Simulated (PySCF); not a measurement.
## Computed structure and properties of [Yb(H2O)5]3+

System: [Yb(H2O)5]3+ (singlet in the valence; each metal's 4f electrons, 13 of them, lie in its core potential, out of spins and levels); start: displaced along the imaginary mode (C2). Method: PySCF 2.14.0, RKS PBE0, Yb lcecp-1-SVP with ECP59, O def2-SVP, H def2-SVP; non-relativistic Hamiltonian with scalar-relativistic core potentials where named; density fitting; no spin-orbit coupling.

Input of the relaxation:

```python
mol = gto.M(atom='''
Yb     0.02079    -0.00000     0.00000
O     -0.61836    -0.00339     2.17068
H     -0.75381     0.76939     2.75693
H     -0.77680    -0.77270     2.75554
O     -0.61836     0.00344    -2.17068
H     -0.75387    -0.76933    -2.75693
H     -0.77674     0.77276    -2.75554
O      2.26930    -0.00008     0.00000
H      2.87951    -0.76886     0.25000
H      2.87957     0.76864    -0.25000
O     -0.61379     2.18584     0.00043
H     -0.06303     2.99736     0.03448
H     -1.53153     2.53175    -0.02138
O     -0.61395    -2.18579    -0.00043
H     -1.53172    -2.53164     0.02138
H     -0.06326    -2.99735    -0.03448''',
    basis={'Yb': 'lcecp-1-SVP', 'O': 'def2-SVP', 'H': 'def2-SVP'},
    ecp={'Yb': 'lcecp-1-SVP'},
    charge=3, spin=0)
mf = dft.RKS(mol, xc='PBE0')
mf.grids.atom_grid = (50, 194)  # f atoms: unpruned, at least (60, 302)
mf = mf.density_fit()  # fitting sets: Yb AutoAux, O def2-universal-JKFIT, H def2-universal-JKFIT
mf.conv_tol = 1e-08; mf.max_cycle = 55
mf.kernel(dm0)  # dm0: converged density of the start geometry
# quasi-Newton relaxation in Cartesian coordinates to a largest gradient under 0.00045 Eh/bohr, steps kept in the point group
```

Run from Python with OMP_NUM_THREADS=4; the lines above give its settings. Where DIIS fails, smearing, a level shift and second-order steps follow.
It took 3.2 min on 4 threads of Arm Neoverse V1 (shared host), from the converged density of the start.

Course of the relaxation:

```csv
step,energy above end (eV),largest force component within the symmetry (eV/Å)
0,0.1398,1.219
1,0.0866,0.177
2,0.0823,0.078
3,0.0792,0.333
4,0.0764,0.340
5,0.0637,0.193
6,0.0597,0.630
7,0.0445,0.103
24,0.0014,0.138
25,0.0008,0.050
26,0.0006,0.033
27,0.0002,0.020
28,0.0001,0.024
29,0.0000,0.019
```
(The steps between are left out.)

Relaxed geometry (C2, nearly C2v):

```xyz
16

Yb   -0.0475    0.0000    0.0000
O    -0.6651   -0.0427    2.1752
H    -0.8614    0.7182    2.7603
H    -0.8002   -0.8241    2.7508
O    -0.6651    0.0428   -2.1752
H    -0.8614   -0.7181   -2.7603
H    -0.8001    0.8242   -2.7508
O     2.1904   -0.0001    0.0000
H     2.7954   -0.0004    0.7730
H     2.7954    0.0002   -0.7730
O    -0.5400    2.2220    0.0424
H     0.0875    2.9748    0.0838
H    -1.4205    2.6532    0.0213
O    -0.5401   -2.2219   -0.0424
H    -1.4207   -2.6531   -0.0213
H     0.0873   -2.9748   -0.0838
```

| contact | Å |
| --- | --- |
| Yb1–O2 (H2O) | 2.262 |
| Yb1–O5 (H2O) | 2.262 |
| Yb1–O8 (H2O) | 2.238 |
| Yb1–O11 (H2O) | 2.276 |
| Yb1–O14 (H2O) | 2.276 |

On the finer grid (75, 302):

```
HOMO                                                          : -23.67 eV
LUMO                                                          : -13.67 eV
Dipole about the centre of mass                               : 0.25 D
Set of Mulliken populations of Yb1 outside the core potential : s 2.23, p 6.33, d 0.90, f 0.04
D3(BJ) dispersion energy (not in the energies)                : -0.249 eV
```

| atom | Mulliken (e) | Löwdin (e) | spin (e) |
| --- | --- | --- | --- |
| Yb1 | 1.50 | 1.00 | 0.00 |
| O2 | -0.31 | 0.02 | 0.00 |
| H3 | 0.31 | 0.19 | 0.00 |
| H4 | 0.31 | 0.19 | 0.00 |
| O5 | -0.31 | 0.02 | 0.00 |
| H6 | 0.31 | 0.19 | 0.00 |
| H7 | 0.31 | 0.19 | 0.00 |
| O8 | -0.32 | 0.03 | 0.00 |
| H9 | 0.32 | 0.20 | 0.00 |
| H10 | 0.32 | 0.20 | 0.00 |
| O11 | -0.33 | 0.01 | 0.00 |
| H12 | 0.31 | 0.19 | 0.00 |
| H13 | 0.31 | 0.19 | 0.00 |
| O14 | -0.33 | 0.01 | 0.00 |
| H15 | 0.31 | 0.19 | 0.00 |
| H16 | 0.31 | 0.19 | 0.00 |

The 4f levels lie in the core potential and are missing. Their spin isn't counted.

On the grid (50, 194), as all that follows. Harmonic modes: a minimum within the noise of the softest modes; lowest 19 cm⁻¹ (negative: unstable), highest 3726 cm⁻¹, zero-point energy 3.403 eV.

Taking off one H2O (charge 0, singlet; the rest: singlet) in vacuum, both parts rigid, costs 3.10 eV; the small basis without counterpoise inflates it. Parting with an electron moved from the ligand to the metal can be far cheaper, even downhill.

Rigid scan of H2O along the line from its metal:

```
distance to O2 (Å)  energy (eV)
              1.96        0.618
              2.06        0.233
              2.16        0.050
              2.26        0.000
              2.36        0.036
              2.46        0.127
              2.66        0.389
```

One start shape was tried, so this needn't be the lowest isomer.

An lcecp potential fixes the number of 4f electrons, so in runs with it no electron can move into or out of that shell.
